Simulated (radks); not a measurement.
Q: Zr, 40 electrons, occupied as [Kr] 4d2 5s1 7d1 (not the ground configuration). Method: scalar-relativistic Kohn-Sham, PBE, spin-polarised, spherical densities, finite nucleus; open shells are filled with parallel spins first (spin-orbit coupling, left out, can overturn this in heavy ions); Fermi nuclear charge, rms radius 4.2694 fm; computed with a radial shooting solver on a logarithmic mesh with Libxc functionals. Some entries of the table are withheld. Estimate them.

orbital  occ.  eigenvalue (Ry)  r(max) (bohr)  <r^2> (bohr^2)
1s up       1        -1310.485        0.02414        0.001853
1s down     1        -1310.484        0.02414        0.001853
2s up       1        -181.9247         0.1370         0.03117
2s down     1        -181.9126         0.1370         0.03117
2p up       3        -162.2747         0.1095         0.02455
2p down     3        -162.2656         0.1095         0.02455
3s up       1        -30.14602         0.4082          0.2410
3s down     1        -30.13839         0.4082          0.2410
3p up       3        -23.74436         0.4023          0.2489
3p down     3        -23.73599         0.4023          0.2488
3d up       5        -13.23933            (1)          0.2478
3d down     5        -13.22707            (2)          0.2476
4s up       1         -4.43751          1.080           1.678
4s down     1         -4.35569          1.076           1.658
4p up       3         -2.82500            (3)           2.164
4p down     3         -2.72767            (4)           2.128
4d up       2         -0.69725          1.596           5.511
5s up       1         -0.69053            (5)           12.84
7d up       1         -0.03365          33.45            1003

A: 
(1) 3d up r(max) (bohr): 0.3474
(2) 3d down r(max) (bohr): 0.3475
(3) 4p up r(max) (bohr): 1.183
(4) 4p down r(max) (bohr): 1.177
(5) 5s up r(max) (bohr): 2.969
